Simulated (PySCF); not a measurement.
Os(CO)2 (C₂O₂Os), SMILES [O+]#[C-]->[Os]<-[C-]#[O+] (connectivity only; charge and spin as stated), neutral, multiplicity 3. Atoms are numbered in the order given.

```xyz
5

Os     0.0000     0.0000    -0.4338
O      0.0000    -2.2637     1.5412
C      0.0000    -1.4787     0.6924
O      0.0000     2.2637     1.5412
C      0.0000     1.4787     0.6924
```
Charge 0, spin multiplicity 3.

The structure is a stationary point at PBE0-D3(BJ)/def2-SVP. The spin state was assumed, not searched. The def2 effective core potentials stand for the cores of Os; spin–orbit coupling is left out.

These are PBE0-D3(BJ)/def2-SVP run with PySCF 2.14.0 values and carry that method's errors.

Frequencies are harmonic and unscaled.

Computed normal modes with their intensities:
| mode | ν (cm⁻¹) | IR (km/mol) | moving atoms (share of kinetic energy) |
|---|---|---|---|
| 1 | 95 | 1.6 | O 83 %, Os 9 %, C 8 % |
| 2 | 341 | 0.0 | C 76 %, O 24 % |
| 3 | 383 | 0.3 | C 76 %, O 23 % |
| 4 | 415 | 1.3 | C 79 %, O 19 % |
| 5 | 494 | 74.6 | O 50 %, C 35 %, Os 15 % |
| 6 | 542 | 4.0 | O 51 %, C 36 %, Os 14 % |
| 7 | 594 | 0.2 | C 85 %, O 15 % |
| 8 | 2048 | 1652.8 | C 60 %, O 40 % |
| 9 | 2111 | 472.4 | C 62 %, O 38 % |
